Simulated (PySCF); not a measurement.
# C₆ coefficients of unlike pairs at UHF

Calculated with PySCF 2.14 from the dipole response of each species, C₆(A,B) = (3/π) ∫ α_A(iu) α_B(iu) du, in atomic units, from isotropic polarisabilities. For ions this is the dispersion term alone; charge-induced terms of lower order in 1/R come first.

```csv
species,configuration,basis,relativity,α (bohr³),C₆ (like pair)
Ta⁺,[Xe] 4f14 5d3 6s1 (5F),"aug-cc-pVTZ-PP with one added diffuse shell each of s, p, d, f, g type with ECP60MDF (7s7p6d4f3g)",core potential,53.09,480.4
Cl³⁺,[Ne] 3s2 3p2 (3P),aug-cc-pVTZ-DK (6s5p3d2f),spin-free X2C,4.440,12.12
Kr⁺,[Ar] 3d10 4s2 4p5 (2P),aug-cc-pwCVDZ-PP with ECP10MDF (6s5p4d1f),core potential,10.44,64.56
P²⁺,[Ne] 3s2 3p1 (2P),aug-cc-pCVTZ-DK (8s7p5d3f),spin-free X2C,9.505,34.85
```

Q: Estimate C₆ for P²⁺ with Kr⁺.

A: The integral gives 46.43. The combination rule 2 C_A C_B / (C_A α_B/α_A + C_B α_A/α_B) gives 46.36 and the geometric mean 47.43.

No spin-orbit coupling is included.

The other pairs:

| pair | C₆ |
| --- | --- |
| P²⁺, Ta⁺ | 123.0 |
| Cl³⁺, Ta⁺ | 67.22 |
| Kr⁺, Cl³⁺ | 27.96 |
| Kr⁺, Ta⁺ | 156.4 |
| P²⁺, Cl³⁺ | 20.03 |
